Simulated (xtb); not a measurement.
xtb input (GFN2-xTB):

```bash
xtb mol.xyz --gfn 2 --sp --chrg 0 --uhf 0
```
mol.xyz:
```
4

F     -0.00000000    -0.00000000    -2.39460935
Be    -0.00000000    -0.00000000    -1.02112806
Be     0.00000000     0.00000000     1.02112806
F      0.00000000     0.00000000     2.39460935
```

Output:

```
           -------------------------------------------------
          |                Calculation Setup                |
           -------------------------------------------------

           -------------------------------------------------
          |                 G F N 2 - x T B                 |
           -------------------------------------------------

        Reference                      10.1021/acs.jctc.8b01176
      * Hamiltonian:
        H0-scaling (s, p, d)           1.850000    2.230000    2.230000
        zeta-weighting                 0.500000
      * Dispersion:
        s8                             2.700000
        a1                             0.520000
        a2                             5.000000
        s9                             5.000000
      * Repulsion:
        kExp                           1.500000    1.000000
        rExp                           1.000000
      * Coulomb:
        alpha                          2.000000
        third order                    shell-resolved
        anisotropic                    true
        a3                             3.000000
        a5                             4.000000
        cn-shift                       1.200000
        cn-exp                         4.000000
        max-rad                        5.000000

          ...................................................
          :                      SETUP                      :
          :.................................................:
          :  # basis functions                  16          :
          :  # atomic orbitals                  16          :
          :  # shells                            8          :
          :  # electrons                        18          :
          :  max. iterations                   250          :
          :  Hamiltonian                  GFN2-xTB          :
          :  restarted?                      false          :
          :  GBSA solvation                  false          :
          :  PC potential                    false          :
          :  electronic temp.          300.0000000     K    :
          :  accuracy                    1.0000000          :
          :  -> integral cutoff          0.2500000E+02      :
          :  -> integral neglect         0.1000000E-07      :
          :  -> SCF convergence          0.1000000E-05 Eh   :
          :  -> wf. convergence          0.1000000E-03 e    :
          :  Broyden damping             0.4000000          :
          :  net charge                          0          :
          :  unpaired electrons                  0          :
          ...................................................

 iter      E             dE          RMSdq      gap      omega  full diag
   1     -3.5411586 -0.354116E+01  0.283E+01    1.90       0.0  T
   2     -9.8396067 -0.629845E+01  0.189E+01    7.87       1.0  T
   3    -10.3280998 -0.488493E+00  0.139E+01    5.75       1.0  T
   4    -10.4079847 -0.798849E-01  0.134E+01    5.49       1.0  T
   5    -10.5462962 -0.138312E+00  0.174E+01    5.51       1.0  T
   6     -7.2801929  0.326610E+01  0.185E+01    2.25       1.0  T
   7    -10.8391216 -0.355893E+01  0.487E+00    3.89       1.0  T
   8    -10.8301658  0.895581E-02  0.560E+00    4.72       1.0  T
   9    -10.9779812 -0.147815E+00  0.338E+00    4.09       1.0  T
  10    -10.9556774  0.223038E-01  0.211E+00    4.39       1.0  T
  11    -10.9917238 -0.360464E-01  0.174E+00    4.23       1.0  T
  12    -10.9813180  0.104058E-01  0.146E+00    4.29       1.0  T
  13    -10.9897579 -0.843991E-02  0.125E+00    4.25       1.0  T
  14    -10.9875177  0.224022E-02  0.106E+00    4.26       1.0  T
  15    -10.9907817 -0.326400E-02  0.888E-01    4.24       1.0  T
  16    -10.9914452 -0.663491E-03  0.698E-01    4.23       1.0  T
  17    -10.9934663 -0.202113E-02  0.318E-01    4.20       1.0  T
  18    -10.9937402 -0.273945E-03  0.953E-02    4.19       1.0  T
  19    -10.9937746 -0.343924E-04  0.203E-02    4.19       2.5  T
  20    -10.9937751 -0.454979E-06  0.747E-04    4.19      67.0  T
  21    -10.9937751  0.724501E-08  0.991E-04    4.19      50.4  T

   *** convergence criteria satisfied after 21 iterations ***

         #    Occupation            Energy/Eh            Energy/eV
      -------------------------------------------------------------
         1        2.0000           -0.7437797             -20.2393
       ...           ...                  ...                  ...
         3        2.0000           -0.4626617             -12.5897
         4        2.0000           -0.4603622             -12.5271
         5        2.0000           -0.4591699             -12.4946
         6        2.0000           -0.4591699             -12.4946
         7        2.0000           -0.4587551             -12.4834
         8        2.0000           -0.4587551             -12.4834
         9        2.0000           -0.3579543              -9.7404 (HOMO)
        10                         -0.2040201              -5.5517 (LUMO)
        11                         -0.2040201              -5.5517
        12                         -0.0406726              -1.1068
        13                         -0.0406726              -1.1068
        14                          0.1515152               4.1229
       ...                                ...                  ...
        16                          1.4256839              38.7948
      -------------------------------------------------------------
                  HL-Gap            0.1539342 Eh            4.1888 eV
             Fermi-level           -0.2809872 Eh           -7.6461 eV

 SCC (total)                   0 d,  0 h,  0 min,  0.003 sec
 SCC setup                      ...        0 min,  0.000 sec (  2.999%)
 Dispersion                     ...        0 min,  0.000 sec (  0.875%)
 classical contributions        ...        0 min,  0.000 sec (  0.473%)
 integral evaluation            ...        0 min,  0.000 sec (  9.976%)
 iterations                     ...        0 min,  0.002 sec ( 68.076%)
 molecular gradient             ...        0 min,  0.000 sec ( 14.965%)
 printout                       ...        0 min,  0.000 sec (  2.329%)

         :::::::::::::::::::::::::::::::::::::::::::::::::::::
         ::                     SUMMARY                     ::
         :::::::::::::::::::::::::::::::::::::::::::::::::::::
         :: total energy             -10.948432798983 Eh    ::
         :: gradient norm              0.034166661597 Eh/a0 ::
         :: HOMO-LUMO gap              4.188762315937 eV    ::
         ::.................................................::
         :: SCC energy               -10.993775208760 Eh    ::
         :: -> isotropic ES           -0.029419375494 Eh    ::
         :: -> anisotropic ES          0.008933290970 Eh    ::
         :: -> anisotropic XC         -0.022941847501 Eh    ::
         :: -> dispersion             -0.000544739889 Eh    ::
         :: repulsion energy           0.045342409778 Eh    ::
         :: add. restraining           0.000000000000 Eh    ::
         :: total charge               0.000000000000 e     ::
         :::::::::::::::::::::::::::::::::::::::::::::::::::::

           -------------------------------------------------
          |                Property Printout                |
           -------------------------------------------------

    * Orbital Energies and Occupations

         #    Occupation            Energy/Eh            Energy/eV
      -------------------------------------------------------------
         1        2.0000           -0.7437797             -20.2393
         2        2.0000           -0.7402493             -20.1432
         3        2.0000           -0.4626617             -12.5897
         4        2.0000           -0.4603622             -12.5271
Note: The following floating-point exceptions are signalling: IEEE_UNDERFLOW_FLAG IEEE_DENORMAL
normal termination of xtb
         5        2.0000           -0.4591699             -12.4946
         6        2.0000           -0.4591699             -12.4946
         7        2.0000           -0.4587551             -12.4834
         8        2.0000           -0.4587551             -12.4834
         9        2.0000           -0.3579543              -9.7404 (HOMO)
        10                         -0.2040201              -5.5517 (LUMO)
        11                         -0.2040201              -5.5517
        12                         -0.0406726              -1.1068
        13                         -0.0406726              -1.1068
        14                          0.1515152               4.1229
        15                          0.4836400              13.1605
        16                          1.4256839              38.7948
      -------------------------------------------------------------
                  HL-Gap            0.1539342 Eh            4.1888 eV
             Fermi-level           -0.2809872 Eh           -7.6461 eV

     #   Z          covCN         q      C6AA      α(0)
     1   9 F        0.668    -0.443    14.094     4.432
     2   4 Be       1.624     0.443    15.381     9.274
     3   4 Be       1.624     0.443    15.381     9.274
     4   9 F        0.668    -0.443    14.094     4.432

 Mol. C6AA /au·bohr⁶  :        203.475174
 Mol. C8AA /au·bohr⁸  :       6068.755620
 Mol. α(0) /au        :         27.411417

Wiberg/Mayer (AO) data.
largest (>0.10) Wiberg bond orders for each atom

 ---------------------------------------------------------------------------
     #   Z sym  total        # sym  WBO       # sym  WBO       # sym  WBO
 ---------------------------------------------------------------------------
     1   9 F    0.997 --     2 Be   0.998
     2   4 Be   1.991 --     1 F    0.998     3 Be   0.995
     3   4 Be   1.991 --     4 F    0.998     2 Be   0.995
     4   9 F    0.997 --     3 Be   0.998
 ---------------------------------------------------------------------------

Topologies differ in total number of bonds
Writing topology from bond orders to xtbtopo.mol

molecular dipole:
                 x           y           z       tot (Debye)
 q only:        0.000       0.000      -0.000
   full:       -0.000      -0.000       0.000       0.000
molecular quadrupole (traceless):
                xx          xy          yy          xz          yz          zz
 q only:        7.416       0.000       7.416       0.000       0.000     -14.832
  q+dip:        4.413       0.000       4.413      -0.000      -0.000      -8.827
   full:        7.335       0.000       7.335      -0.000      -0.000     -14.670

           -------------------------------------------------
          | TOTAL ENERGY              -10.948432798983 Eh   |
          | GRADIENT NORM               0.034166661597 Eh/α |
          | HOMO-LUMO GAP               4.188762315937 eV   |
           -------------------------------------------------

------------------------------------------------------------------------
------------------------------------------------------------------------
 total:
 SCF:
```
